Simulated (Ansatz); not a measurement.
Pt4⁻. The state is a doublet with charge -1. Geometry r2SCAN-D4/def2-SVPD; atoms count from 1.

```xyz
4

Pt   -1.8274    0.2132    1.0305
Pt    0.5638    0.9704    0.6990
Pt   -0.6074   -0.4533   -1.0834
Pt    1.8710   -0.7303   -0.6461
```

In the def2 sets Pt takes a core potential; there is no spin–orbit coupling. The charge -1 doublet is spin-contaminated (final ⟨S²⟩ up to 1.84, 0.75 for a pure state). The geometry of the doublet was relaxed on an unsound state (⟨S²⟩ 1.90, where a pure state has 0.75). At PBE0-D4/def2-TZVPD a quartet of charge -1 lies 0.20 eV below the doublet, each at its own geometry. The structure comes from a short search, and lower isomers may exist.

Q: Estimate the Mulliken populations from the PBE0/def2-TZVPD orbitals of Ansatz.

A: 
```tsv
atom	charge (e)	spin (α − β)	d electrons
Pt1	-0.43	0.07	9.11
Pt2	-0.06	1.03	8.92
Pt3	-0.09	-0.18	8.95
Pt4	-0.43	0.07	9.11
```
Mulliken values and Mayer orders depend strongly on the basis. With diffuse functions, as here, like atoms can get unlike values, and bond orders can come out too low or too high.

Q: Where does the spin sit?

A: Summed by element: Pt 1.00, of 1 unpaired in all. Largest on single atoms: Pt2 1.03, Pt3 -0.18, Pt1 0.07.

Q: And the Mayer bond orders between bonded heavy atoms (over 0.3)?

A: Pt1–Pt2 0.88 (2.53 Å); Pt1–Pt3 0.88 (2.53 Å); Pt2–Pt3 0.56 (2.56 Å); Pt2–Pt4 0.88 (2.53 Å); Pt3–Pt4 0.88 (2.53 Å).
